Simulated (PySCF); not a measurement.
I₃Sb, SMILES [I][Sb-]([I])[I], charge -1, multiplicity 2.

The structure is a stationary point at PBE-D3(BJ)/def2-SVPD. The def2 effective core potentials stand for the cores of I, Sb; spin–orbit coupling is left out.

Computed with PBE-D3(BJ)/def2-SVPD (PySCF 2.14.0).

Frequencies are harmonic and unscaled.

Modes within 1.5 cm⁻¹ of each other (mostly degenerate sets) share a row, with their intensities summed.

```
mode  ν (cm⁻¹)  IR (km/mol)  moving atoms (share of kinetic energy)
----  --------  -----------  --------------------------------------
1–3         12          2.9                         Sb 76 %, I 24 %
4          111          0.0                                 I 100 %
5–6        143        118.0                         Sb 67 %, I 33 %
```
